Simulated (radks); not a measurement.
Question: Radial electron density D(r) = 4 pi r^2 rho(r) of an atom or ion with 39 electrons. Method: Dirac Kohn-Sham, LB94 model potential, spin-unpolarised, spherical densities, finite nucleus; Fermi nuclear charge, rms radius of each element as measured or else 0.836 A^(1/3) + 0.57 fm; computed with a radial shooting solver on a logarithmic mesh with Libxc functionals.

r (bohr)  D(r) (e/bohr)
0.003055          5.891
0.003977          9.012
0.005221          13.63
0.006798          19.74
0.008923          27.73
0.01162           36.63
0.01525           45.56
0.01986           51.82
0.02586           53.61
0.03394           50.49
0.0442            46.14
0.05801           46.79
0.07554           55.27
0.09915           64.79
0.1291            62.61
0.1681            49.10
0.2207            40.98
0.2873            46.87
0.3771            48.53
0.4911            33.29
0.6446            16.07
0.8394            11.33
1.093             10.98
1.435             7.421
1.868             3.196
2.452            0.8672
3.193            0.1569
4.191           0.01402
5.457         0.0005224

What is the nuclear charge?

Answer: Z = 42. The innermost maximum, from 1s, lies near gamma/Z bohr with gamma = sqrt(1 - (Z/c)^2) = 0.952, here 0.0227 bohr (found: 0.0248), and its height grows with Z. The density is that of the molybdenum ion Mo3+ in [Kr] 4d3; the configuration itself is not fixed sharply by these data, and Z only to a few units. D(r) has 4 maxima, at r = 0.0248, 0.109, 0.340, 0.954 bohr, and minima at 0.0498, 0.221, 0.874 bohr, inside which lie 2.06, 11.18, 29.69 electrons.
